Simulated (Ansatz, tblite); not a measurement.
Spin states of Ga2Se3, each relaxed with r2SCAN-D4/def2-SVP in Ansatz. Electronic energies in the gas phase.

The xTB rows come from tblite. HSE06 is defined as in plane-wave codes, on full-range PBE exchange. Correlated methods freeze 45 core orbitals; core or outer-core shells of Ga, Se are correlated, in sets that lack core-valence functions. The structure comes from a short search, and lower isomers may exist.

Singlet geometry (Cs within 0.1 Å):

```csv
atom,x (Å),y (Å),z (Å)
Ga1,-0.4207,-0.8303,0.1748
Ga2,1.2731,1.0049,-1.3474
Se3,0.0146,1.5087,0.7986
Se4,-1.4791,-0.2165,2.0811
Se5,0.6121,-1.4668,-1.7071
```

Triplet geometry (C2v within 0.1 Å):

```csv
atom,x (Å),y (Å),z (Å)
Ga1,0.393,-0.444,0.295
Ga2,-1.304,1.467,-0.972
Se3,-1.941,-0.599,0.093
Se4,1.762,-1.979,1.304
Se5,1.090,1.555,-0.720
```

Quintet geometry (Cs within 0.1 Å):

```csv
atom,x (Å),y (Å),z (Å)
Ga1,1.288,0.550,-0.197
Ga2,-1.463,-0.473,-0.941
Se3,-0.920,1.761,-0.218
Se4,0.564,-0.036,2.039
Se5,0.531,-1.802,-0.683
```

⟨S²⟩: triplet 2.01 at PBE0-D4/def2-TZVP (pure 2.00), quintet 6.02 at PBE0-D4/def2-TZVP (pure 6.00).

Run but left out: HF/STO-3G (singlet: restricted singlet, unstable in another Hartree–Fock run and untested here); HF/def2-TZVP (singlet: restricted singlet, unstable towards broken spin symmetry).

Only these spin states were relaxed. The triplet has other bonds than the singlet, so the gap mixes isomer and spin. The quintet has other bonds than the singlet, so the gap mixes isomer and spin.

```csv
level,triplet − singlet (kcal/mol),quintet − singlet (kcal/mol),lowest of these,remarks
GFN1-xTB,20.3,87.8,singlet,–
PBE-D4/def2-TZVP,9.0,46.5,singlet,–
HSE06-D4/def2-TZVP,1.9,45.6,singlet,–
MP2/def2-TZVP,3.6,57.6,singlet,restricted SCF unstable (singlet)
```

Q: Estimate the rows for GFN2-xTB, r2SCAN-D4/def2-TZVP, PBE0-D4/def2-TZVP.

A: 
| level | triplet − singlet (kcal/mol) | quintet − singlet (kcal/mol) | lowest of these |
| --- | --- | --- | --- |
| GFN2-xTB | 8.8 | 54.0 | singlet |
| r2SCAN-D4/def2-TZVP | 1.2 | 43.0 | singlet |
| PBE0-D4/def2-TZVP | 1.6 | 45.7 | singlet |

The xTB methods have no spin-polarisation term.
